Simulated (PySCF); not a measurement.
C2H4Cl2Si2, SMILES [SiH3]C#C[SiH](Cl)Cl. Atoms are numbered in the order given.

```xyz
10

Si     3.7092    -0.0258     0.5694
C      1.8720    -0.1183     0.4608
C      0.6515    -0.1762     0.3828
Si    -1.1626    -0.2721     0.2830
Cl    -1.9368     1.6415     0.2778
Cl    -1.6889    -1.2323    -1.4669
H      4.2239     0.7510    -0.5903
H      4.2654    -1.4056     0.5444
H      4.0854     0.6492     1.8409
H     -1.7310    -1.0146     1.4253
```
Charge 0, spin multiplicity 1.

Coordinates come from a B3LYP-D3(BJ)/def2-SVP optimisation. This is a generated structure with no PubChem entry under its InChIKey; it may be hypothetical.

Two levels are set side by side: PBE/pcSseg-1 (PySCF) and PBE0/pcSseg-1 (PySCF). GIAO shifts against HCl (³⁵Cl), TMS (²⁹Si), TMS (¹H), TMS (¹³C) at the same level; non-relativistic, no solvent, atoms listed together averaged. Without spin–orbit terms, shifts of atoms bonded to Cl or Br come out too high at both levels. Differences are taken from unrounded values.

```
quantity                    PBE0    PBE  PBE minus PBE0
-------------------------  -----  -----  --------------
δ(²⁹Si) of Si1 (ppm)       -93.5  -99.5            -6.0
δ(¹³C) of C2 (ppm)         118.6  114.5            -4.0
δ(¹³C) of C3 (ppm)         117.5  116.6            -0.9
δ(²⁹Si) of Si4 (ppm)       -15.9  -17.2            -1.3
δ(³⁵Cl) of Cl5, Cl6 (ppm)   88.4  112.9            24.5
δ(¹H) of H7, H8, H9 (ppm)   4.47   4.54            0.08
δ(¹H) of H10 (ppm)          5.88   6.12            0.24
```

Rough cost on one machine, each run with all the roots and properties that it gave: PBE0 against PBE within a factor of 2.
